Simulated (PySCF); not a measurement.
## Working out the electron affinity of Sb

Sb⁻ [Kr] 4d10 5s2 5p4 (3P) → Sb [Kr] 4d10 5s2 5p3 (4S). Computed with PySCF 2.14 in def2-TZVPPD with the def2 core potential (28 electrons) (7s5p4d2f, 56 functions), with scalar relativity through the core potential. Frozen: 4s2 4p6 4d10. Energies in hartree (1 hartree = 27.21139 eV):

| part | Sb⁻ (lower) | Sb (upper) |
| --- | --- | --- |
| UHF | -239.271158 | -239.277337 |
| CCSD correlation | -0.099198 | -0.073126 |
| (T) | -0.003862 | -0.002460 |

Question: What does Hartree-Fock give?

Answer: (-239.277337) − (-239.271158) = -0.006179 hartree = -0.168 eV.

Question: What do CCSD and CCSD(T) give?

Answer: The CCSD correlation energies differ by 0.026072 hartree = 0.709 eV and the triples by 0.001402 hartree = 0.038 eV, so CCSD gives 0.541 eV and CCSD(T) 0.579 eV.

Reference: 1.047 eV (measured; photodetachment measurements, as compiled on the Wikipedia data page of electron affinities), between the lowest levels; spin-orbit coupling is absent from the calculation.

What remains against the reference includes basis incompleteness, the frozen core and higher excitations.
